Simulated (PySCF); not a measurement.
# C2H9AlO4Si

The system: C2H9AlO4Si, a molecule; neutral, singlet. The structure, one conformer, was relaxed in the gas phase by PBE0-D3(BJ)/def2-SVP. No frequency run checks that it is a minimum.

SMILES: [CH3][Al]([CH3])[O][Si](O)(O)O

Coordinates in Å:
```
O1     -3.154   -0.553    0.212
Si2    -2.022    0.060   -0.815
O3     -2.438    1.614   -1.171
O4     -2.063   -0.834   -2.199
O5     -0.531    0.016   -0.151
Al6     1.060   -0.029    0.469
C7      2.425   -0.849   -0.658
C8      1.365    0.766    2.222
H9     -3.142   -1.505    0.338
H10    -2.531    2.205   -0.419
H11    -1.359   -0.665   -2.830
H12     2.178   -1.903   -0.872
H13     3.430   -0.826   -0.208
H14     2.484   -0.341   -1.636
H15     2.192    0.286    2.771
H16     1.633    1.832    2.115
H17     0.462    0.726    2.851
```

Shieldings: GIAO PBE0/pcSseg-1. Shifts are against computed references at the same level: C TMS (σ 184.4 ppm), H TMS (σ 31.27 ppm), Si TMS (σ 352.0 ppm). Core levels by delta-SCF with SCAN, pcX-2 on the ionised atom and pcseg-1 elsewhere, spin-free X2C (2p3/2 is the spin-free 2p value less a third of a first-order spin-orbit splitting); from the vacuum level, for chosen atoms.

Problem. Give the shieldings and core levels atom by atom.

Solution. 
```csv
atoms,bonded to,σ (ppm),δ (ppm),core level (eV)
O1,1 Si + 1 H,288.1,-,1s 538.56
Si2,4 O,427.2,-75.2,2p3/2 108.20
O3,1 Si + 1 H,286.4,-,1s 538.53
O4,1 Si + 1 H,288.4,-,1s 538.57
O5,1 Al + 1 Si,215.4,-,1s 537.22
Al6,2 C + 1 O,356.2,-,-
C7,1 Al + 3 H,195.2,-10.8,-
C8,1 Al + 3 H,194.7,-10.3,-
H9,1 O,29.76,1.51,-
H10,1 O,29.84,1.43,-
H11,1 O,29.88,1.39,-
H12 H13 H14,1 C,31.72,-0.45,-
H15 H16 H17,1 C,31.66,-0.39,-
```

Values are those of this one static structure, with the three H of a rotating XH3 group averaged; atoms that internal rotation interchanges would show their mean in an NMR spectrum.

Problem. Which of O1, O3, O4, O5 holds its core electrons tightest, and by how much against the loosest?

Solution. O4 (bonded to 1 Si + 1 H), by 1.35 eV over O5 (bonded to 1 Al + 1 Si).

Problem. By CAM-B3LYP/def2-SVPD (TDDFT singlets, Tamm-Dancoff triplets, ionisation by delta-SCF), where does absorption start, and what does vertical ionisation take?

Solution. The first singlet with intensity lies at 6.53 eV (f 0.136); what lies below it is dark. The lowest singlet lies at 6.08 eV (f 0.001), the strongest of the first 6 at 6.53 eV (f 0.136), the lowest triplet at 5.77 eV; vertical ionisation takes 9.96 eV.

The 3 runs behind this took 6 min in all, one thread each of Arm Neoverse V1 on a shared host, launched as `OMP_NUM_THREADS=1 python cluster_run.py task.json out`.
